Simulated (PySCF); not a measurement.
**Nuclear quadrupole coupling in `C[C@H](C(=O)O)[C@@H](C)Cl`**

Compound: C5H9ClO2.
Structure used (GFN2-xTB), in Å, numbered top down from 1:
```xyz
17
C5H9ClO2 angstrom
C      0.5541    1.6218    0.8926
C      0.2793    0.1807    0.4467
C      1.2322   -0.1113   -0.6958
O      1.0573    0.1814   -1.8472
O      2.3445   -0.7127   -0.2645
C     -1.1649   -0.0132   -0.0182
C     -1.4417   -1.4285   -0.4936
Cl    -2.2691    0.3556    1.3453
H      0.3918    2.3065    0.0629
H     -0.1131    1.8909    1.7066
H      1.5811    1.7199    1.2350
H      0.5032   -0.5051    1.2682
H      2.9666   -0.8534   -0.9967
H     -1.3988    0.7094   -0.8037
H     -1.1934   -2.1493    0.2826
H     -0.8444   -1.6375   -1.3782
H     -2.4916   -1.5430   -0.7519
```

Field gradients from the PBE0/pcSseg-1 density (PySCF, non-relativistic), principal values in atomic units, ordered |Vxx| ≤ |Vyy| ≤ |Vzz|:

```json
{"atom": "O4", "Vxx": "0.6563", "Vyy": "0.9016", "Vzz": "-1.5579"}
{"atom": "O5", "Vxx": "-0.4763", "Vyy": "-1.1505", "Vzz": "1.6269"}
{"atom": "Cl8", "Vxx": "-1.8618", "Vyy": "-1.9488", "Vzz": "3.8105"}
```

Find the asymmetry η = (Vxx − Vyy)/Vzz and the couplings χ = eQV/h (234.96 MHz × Q in barn × V in au), with Q(17O) = −0.0256 b, Q(35Cl) = −0.0817 b.

| atom | environment | nucleus | η | χzz (MHz) | χxx (MHz) | χyy (MHz) |
| --- | --- | --- | --- | --- | --- | --- |
| O4 | acid carbonyl oxygen | 17O | 0.16 | 9.37 | -3.95 | -5.42 |
| O5 | acid hydroxyl oxygen | 17O | 0.41 | -9.79 | 2.87 | 6.92 |
| Cl8 | alkyl chlorine | 35Cl | 0.02 | -73.15 | 35.74 | 37.41 |

The gradient is axial or nearly so (η below 0.05) at Cl8. The tensor is traceless: Vxx + Vyy + Vzz = 0.

What is Vzz at O5 in SI units (1 au = 9.71736 × 10²¹ V/m²)?

1.6269 au = 15.809 × 10²¹ V/m².

What couplings would deuterons (Q(2H) = 0.00286 b) have in place of the hydrogens, at this geometry?

```tsv
atom	bonded to	bond length (Å)	Vzz (au)	η	χzz (kHz)
H9	C1	1.088	0.3101	0.03	208
H10	C1	1.086	0.3112	0.03	209
H11	C1	1.087	0.3136	0.03	211
H12	C2	1.093	0.2924	0.02	197
H13	O5	0.971	0.4313	0.09	290
H14	C6	1.093	0.2905	0.02	195
H15	C7	1.088	0.3113	0.03	209
H16	C7	1.088	0.3096	0.03	208
H17	C7	1.087	0.3127	0.03	210
```

The structure is a single GFN2-xTB conformer in the gas phase; no vibrational or solvent corrections. GFN2-xTB bond lengths can be off by several hundredths of an ångström, more for odd bonds, and the gradients follow them. A larger basis could move these couplings by a tenth or more.
